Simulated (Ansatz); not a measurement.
Geometry optimisation, UKS B3LYP/def2-SVP (Ansatz).

Input file:

```yaml
crystal:
  periodic: [false, false, false]
  atoms:
    - { symbol: O, position_ang: [-0.8167, -0.8744, 0.1052] }
    - { symbol: B, position_ang: [0.3229, 0.0035, 0.2016] }
    - { symbol: I, position_ang: [0.0952, 2.1942, 0.3301] }
    - { symbol: H, position_ang: [-0.9512, -0.8984, -0.8843] }
    - { symbol: H, position_ang: [1.3998, -0.4985, 0.2061] }
magnetization:
  spin_polarized: true
basis:
  gaussian: { orbitals: def2-SVP }
hamiltonian:
  xc: b3lyp
relax:
  f_tol: 0.02
  max_steps: 50
```

Command:

```bash
$ ansatz run input.yaml --threads 1 --pin off --max-ram 2048MiB --backend cpu --events-out ev --progress --plain --runs-dir out
```

**Question.** Where does it end, and by what steps?

**Answer.** The run converged. After 7 steps the energy has fallen by 0.842 eV; H4 moved furthest, 0.57 Å.

```tsv
step	energy less start (eV)	largest force component (eV/Å)	accepted
0	0.0000	2.348	yes
1	-0.1787	1.353	yes
2	-0.3089	1.526	yes
3	-0.5048	2.285	yes
4	-0.8121	0.744	yes
5	-0.8378	0.242	yes
6	-0.8377	0.268	no
7	-0.8415	0.014	yes
```

```xyz
5
Properties=species:S:1:pos:R:3
O -0.496 -0.973 -0.286
B 0.407 -0.088 0.141
I -0.003 2.046 0.159
H -1.337 -0.598 -0.583
H 1.479 -0.461 0.528
```

Time of the run: 33 s on 1 thread of Arm Neoverse V1 (shared host), peak memory 0.17 GiB.
